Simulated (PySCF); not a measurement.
C₅H₁₃Si₂ (doublet state).
Z-matrix (Å and degrees, GFN2-xTB geometry), rows numbered from 1:
```
C 
C   1  1.3200
C   2  1.5025  1  124.44
C   3  1.4956  2  110.19  1   120.49
Si  4  1.8521  3  120.37  2    74.33
C   4  1.4669  3  118.07  2   -97.79
Si  6  1.9311  4  112.45  3    85.04
H   1  1.0784  2  121.81  3     1.65
H   1  1.0772  2  122.07  3  -178.89
H   2  1.0819  1  120.80  3   178.37
H   3  1.0937  2  109.49  1    -2.00
H   3  1.0959  2  107.98  1  -120.11
H   5  1.4662  4  108.34  3    26.77
H   5  1.4753  4  114.19  3   -93.41
H   5  1.4677  4  108.84  3   146.87
H   6  1.0934  4  111.58  3   -35.38
H   6  1.0913  4  110.57  3  -155.97
H   7  1.4611  6  108.47  4    55.58
H   7  1.4658  6  107.49  4   174.95
H   7  1.4602  6  109.56  4   -65.88
```

The hyperfine couplings belong to this conformer and change with its torsions.

Identity: `C=CC[C]([SiH3])C[SiH3]` [radical].

Computed with UKS B3LYP, pcH-1 on C H Si, non-relativistic, mean-field spin-orbit, GIAO in PySCF. One conformer (not necessarily the lowest) at the GFN2-xTB geometry, without solvent, vibrations or thermal averaging. Couplings are sensitive to structure, and on GFN2-xTB geometries they can be far from those on DFT ones. The SCF solution wasn't tested for stability.

Q: Predict the first-order ENDOR lines of H16/H17, H13/H14/H15, H11/H12, H18/H19/H20, H9, H10 and H8 under fast tumbling at B = 3349.7 mT (W band).

A: For S = 1/2 in fast tumbling each set of equivalent nuclei gives two lines, ν± = |νn ± a/2| to first order, with νn = g_N μN B/h and μN/h = 7.62259 MHz/T.

```tsv
nuclei	isotope	g_N	νn (MHz)	a_iso (MHz)	lower line (MHz)	upper line (MHz)
H16/H17	1H	5.5857	142.62	43.47	120.89	164.36
H13/H14/H15	1H	5.5857	142.62	35.81	124.72	160.53
H11/H12	1H	5.5857	142.62	31.54	126.85	158.39
H18/H19/H20	1H	5.5857	142.62	5.03	140.10	145.14
H9	1H	5.5857	142.62	3.76	140.74	144.50
H10	1H	5.5857	142.62	-1.93	141.66	143.58
H8	1H	5.5857	142.62	-0.74	142.25	142.99
```

Q: Which pairs are centred on the nuclear Larmor frequency, and which on half the coupling?

A: Centred on νn, since |a| < 2νn: H16/H17, H13/H14/H15, H11/H12, H18/H19/H20, H9, H10 and H8. No pair has |a| > 2νn.

Nuclei that the bonding pattern makes equivalent are averaged, as if the motion that swaps them (rotation, inversion, ring flip) were fast. The three 1H nuclei of mean +35.8 MHz run from 8.1 to 73.1 MHz in the frozen geometry. The three 1H nuclei of mean +5.0 MHz run from -3.7 to 20.2 MHz in the frozen geometry. The 1H value of +31.5 MHz is a mean of couplings from 10.1 to 52.9 MHz in this one geometry, not an average over conformers. The 1H value of +43.5 MHz is a mean of couplings from 40.9 to 46.1 MHz in this one geometry, not an average over conformers.
